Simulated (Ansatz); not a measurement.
Species: TeCl$_{4}$, charge 0, multiplicity 1. 
Structure (B3LYP-D3(BJ)/def2-TZVP (Ansatz, a quantum-chemistry and plane-wave program) minimum search):
SMILES: Cl[Te](Cl)(Cl)Cl
```xyz
5

Te     0.0061     0.0048     0.4213
Cl     1.0794    -1.4200    -1.0697
Cl     1.9502     1.5170     0.3800
Cl    -1.1105     1.3954    -1.0702
Cl    -1.9378    -1.5072     0.4713
```
Charge 0, spin multiplicity 1.

Computed values are from Ansatz. Cores are frozen in the correlated levels unless marked. UHF or UKS for open shells. No spin-orbit coupling. Frozen are the shells of the preceding noble gas and the d and f shells that filled before the atom's block. Past Kr the def2 sets carry scalar-relativistic core potentials. CBS(X,Y): correlation extrapolated as X^-3; Hartree-Fock from the larger set. [CCSD(T)-MP2]/basis is that difference in the basis named.

What is the total energy at RI-MP2/CBS(def2-TZVPPD,def2-QZVPPD)+[CCSD(T)-MP2]/def2-TZVPPD?

-2106.3247 Eh.

What is the T1 diagnostic at CCSD/def2-TZVPPD?

0.014.

What is the dipole moment at CCSD(T)/def2-SVPD?

0.72 D.

What is the atomisation energy De at RI-MP2/CBS(def2-TZVPPD,def2-QZVPPD)+[CCSD(T)-MP2]/def2-TZVPPD?

958.1 kJ/mol.
